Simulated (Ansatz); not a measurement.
A nudged elastic band was laid between two geometries of CH8Si2 + ClH (13 atoms, charge 0, multiplicity 1).

Computed with RKS PBE0/def2-SVP in Ansatz 0.2.0.

```
movable images  : 5
climbing image  : yes
spring          : 5.0 eV/Å²
optimiser       : quadratic models (default)
start path      : through a guess of the saddle point
force threshold : 0.05 eV/Å
iteration limit : 60
end points      : relaxed
```

Initial state:

```xyz
13
Properties=species:S:1:pos:R:3
Si -0.468 -0.696 0.518
C 0.768 0.139 1.667
H -1.780 0.043 0.573
H -0.764 -2.092 0.970
Si 0.283 -0.736 -1.716
H -1.619 1.898 -0.269
Cl -0.847 2.777 -0.814
H 0.917 1.185 1.357
H 0.408 0.130 2.707
H 1.742 -0.373 1.634
H 1.294 0.338 -1.955
H -0.860 -0.555 -2.664
H 0.925 -2.057 -2.006
```

Final state:

```xyz
13
Properties=species:S:1:pos:R:3
Si -1.685 -0.592 -0.506
C 1.289 1.018 1.980
H -2.915 -1.260 -1.021
H -1.384 -1.119 0.857
Si 0.118 -0.850 -1.982
H 0.422 1.354 1.394
Cl -2.085 1.446 -0.344
H 2.041 1.818 2.010
H 0.970 0.777 3.002
H 1.728 0.124 1.514
H 1.317 -0.135 -1.451
H -0.254 -0.278 -3.311
H 0.438 -2.303 -2.143
```

Problem. What changes between the two ends?

Solution. Bonds broken: Si1–C2, H6–Cl7. Bonds formed: Si1–Cl7, C2–H6. CH8Si2 + ClH becomes CH4 + ClH5Si2.

Problem. What energy profile does the band end with?

Solution. The forces met the threshold. The highest image is number 3 of 0 to 6, 1.63 eV above the first end and 2.57 eV above the last; the last end lies 0.94 eV below the first. Neighbouring images differ by up to 1.7 eV, so the band resolves the path poorly. A vibrational analysis at the climbing image gives one clearly imaginary mode, 454i cm⁻¹: a first-order saddle point. The orbitals stay closed-shell, which can raise the energy where a bond breaks towards radicals; this wasn't checked here.

```
image  path coordinate (Å)  energy (eV)  Si1–C2 (Å)  H6–Cl7 (Å)  Si1–Cl7 (Å)
    0                 0.00         0.00        1.88        1.29         3.74
    1                 1.09         0.06        1.89        1.29         3.68
    2                 2.17         0.32        1.92        1.31         3.22
    3                 3.26         1.63        2.18        1.83         2.66
    4                 4.81        -0.09        3.06        2.20         2.15
    5                 6.35        -0.91        3.82        2.80         2.09
    6                 7.90        -0.94        4.20        3.05         2.08
```

Problem. What is the geometry of the highest image?

Solution. 
```xyz
13
Properties=species:S:1:pos:R:3:forces:R:3
Si -0.700 -0.520 0.219 -0.01 -0.04 0.01
C 0.535 0.614 1.612 0.01 -0.01 0.00
H -2.138 -0.331 0.532 0.01 0.01 0.01
H -0.289 -1.717 1.045 0.00 0.03 0.00
Si 0.166 -0.725 -1.938 0.01 0.02 -0.01
H -0.044 1.136 0.665 -0.02 0.01 -0.03
Cl -0.898 1.956 -0.729 0.00 0.01 0.00
H 0.845 1.657 1.812 0.01 -0.02 0.02
H -0.028 0.266 2.487 -0.01 0.01 0.00
H 1.442 0.025 1.430 0.00 0.01 0.00
H 1.430 0.066 -1.994 0.00 -0.01 0.00
H -0.835 -0.264 -2.937 0.01 0.00 0.01
H 0.511 -2.162 -2.204 0.00 -0.01 0.00
```

Run time: 3.8 min on 2 threads of Arm Neoverse V2, on a shared host, peak memory 0.26 GiB.
